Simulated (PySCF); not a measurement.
Vertical excitations of a molecule CH9GeN3 from TDDFT-PBE/def2-SVPD run with PySCF, as energy in eV (oscillator strength): 4.92 (0.038), 5.11 (0.047), 5.95 (0.040), 6.10 (0.000), 6.35 (0.004), 6.37 (0.023), 6.41 (0.003), 6.48 (0.035), 6.68 (0.017), 7.05 (0.000). Lowest triplet (TDA): 4.72 eV. Coordinates come from a PBE0-D3(BJ)/def2-SVP optimisation. The values are those of a single conformer.

Question: Identify the compound among the candidates.
A. C[NH][GeH]([NH2])[NH2]
B. [CH3][Ge]([NH2])([NH2])[NH2]
C. N[CH2][GeH]([NH2])[NH2]

Answer: B, [CH3][Ge]([NH2])([NH2])[NH2]
